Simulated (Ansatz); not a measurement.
Breaking the Bi1–H2 bond in BiBrH2 (SMILES [Br][BiH2]) (multiplicity 1 held, fragments rigid). Energies count from the point at 1.801 Å.
Geometry at that point (charge 0, multiplicity 1):
```xyz
4

Bi    -0.4338    -0.4863     0.4045
H     -1.8986    -0.1566    -0.5903
H     -0.0349    -1.8803    -0.6640
Br     1.0839     1.2114    -0.9234
```

Signs of static correlation in def2-SVP, with CASSCF(2,2), from Ansatz (a program for electronic structure) runs.

```json
[
 {"R (Å)": "1.441", "T1 of restricted CCSD": "0.012", "⟨S²⟩ of UHF": "0.000", "largest double amplitude of restricted CCSD": "0.042", "weight of the CASSCF reference in MRCISD": "0.903", "CASSCF natural occupations": "1.98 0.02"},
 {"R (Å)": "1.621", "T1 of restricted CCSD": "0.012", "⟨S²⟩ of UHF": "0.000", "largest double amplitude of restricted CCSD": "0.043", "weight of the CASSCF reference in MRCISD": "0.903", "CASSCF natural occupations": "1.97 0.03"},
 {"R (Å)": "1.801", "T1 of restricted CCSD": "0.013", "⟨S²⟩ of UHF": "0.000", "largest double amplitude of restricted CCSD": "0.053", "weight of the CASSCF reference in MRCISD": "0.903", "CASSCF natural occupations": "1.96 0.04"},
 {"R (Å)": "1.981", "T1 of restricted CCSD": "0.014", "⟨S²⟩ of UHF": "0.000", "largest double amplitude of restricted CCSD": "0.052", "weight of the CASSCF reference in MRCISD": "0.903", "CASSCF natural occupations": "1.94 0.06"},
 {"R (Å)": "2.161", "T1 of restricted CCSD": "0.015", "⟨S²⟩ of UHF": "0.000", "largest double amplitude of restricted CCSD": "0.093", "weight of the CASSCF reference in MRCISD": "0.903", "CASSCF natural occupations": "1.91 0.09"},
 {"R (Å)": "2.432", "T1 of restricted CCSD": "0.019", "⟨S²⟩ of UHF": "0.492", "largest double amplitude of restricted CCSD": "…", "weight of the CASSCF reference in MRCISD": "0.903", "CASSCF natural occupations": "1.85 0.15"},
 {"R (Å)": "2.702", "T1 of restricted CCSD": "0.025", "⟨S²⟩ of UHF": "0.756", "largest double amplitude of restricted CCSD": "0.290", "weight of the CASSCF reference in MRCISD": "0.902", "CASSCF natural occupations": "1.75 0.25"},
 {"R (Å)": "3.152", "T1 of restricted CCSD": "0.039", "⟨S²⟩ of UHF": "0.932", "largest double amplitude of restricted CCSD": "0.462", "weight of the CASSCF reference in MRCISD": "0.902", "CASSCF natural occupations": "1.54 0.46"},
 {"R (Å)": "3.602", "T1 of restricted CCSD": "0.053", "⟨S²⟩ of UHF": "0.987", "largest double amplitude of restricted CCSD": "0.633", "weight of the CASSCF reference in MRCISD": "0.902", "CASSCF natural occupations": "1.33 0.67"},
 {"R (Å)": "4.143", "T1 of restricted CCSD": "0.063", "⟨S²⟩ of UHF": "1.006", "largest double amplitude of restricted CCSD": "…", "weight of the CASSCF reference in MRCISD": "0.902", "CASSCF natural occupations": "1.17 0.83"},
 {"R (Å)": "4.863", "T1 of restricted CCSD": "0.067", "⟨S²⟩ of UHF": "1.012", "largest double amplitude of restricted CCSD": "0.906", "weight of the CASSCF reference in MRCISD": "0.902", "CASSCF natural occupations": "1.07 0.93"},
 {"R (Å)": "5.764", "T1 of restricted CCSD": "0.067", "⟨S²⟩ of UHF": "1.012", "largest double amplitude of restricted CCSD": "0.960", "weight of the CASSCF reference in MRCISD": "0.902", "CASSCF natural occupations": "1.02 0.98"}
]
```

Task: What belongs in the gaps?

Result: 
- 2.432, largest double amplitude of restricted CCSD: 0.190
- 4.143, largest double amplitude of restricted CCSD: 0.790

Doubts at one or more of the structures used: a restricted determinant that unrestricted orbitals would lower (R-CCSD(T)/def2-SVP); other coupled-cluster roots lie near (R-CCSD(T)/def2-SVP); T1 above 0.05 (R-CCSD(T)/def2-SVP, U-CCSD(T)/def2-SVP); a spin-contaminated determinant (U-CCSD(T)/def2-SVP).
